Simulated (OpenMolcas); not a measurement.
Ag2+ among 6 point charges of -1.5 e arranged as an octahedron (Oh).

```
Program             : OpenMolcas
Method              : CASSCF
Basis               : ANO-RCC-VDZP [6s5p3d1f]
Scalar Hamiltonian  : DKH2, point nucleus
Active space        : 9 electrons in 5 orbitals (4d)
State averaging     : 2S+1 = 2 even, 5 roots
Spin-orbit coupling : RASSI with atomic mean-field integrals over the reference wave functions
```

All point charges move together. At R = 2.12 Å |10Dq| is 4799 cm-1, and at R = 2.35 Å it is 3002 cm-1.

A third run gives 5815 cm-1. What distance was it run at?

With a power law R^-n the two known points give n = -ln(3002 / 4799) / ln(2.35 / 2.12) = 4.55. Then R = 2.12 × (4799 / 5815)^(1/4.55) = 2.032 Å. The run was at 2.03 Å, so the estimate is off by +0.002 Å.

An orbital doublet at a regular site is open to a Jahn-Teller distortion, which this geometry leaves out. The ground term spreads over less than 5000 cm-1, several times less than with real ligands, so orbital moments are less quenched and χT lies further from the spin-only value than at real sites (holds for R = 2.12; R = 2.35). This is an electrostatic model: the charges have no orbitals. No measured value stands beside these numbers.
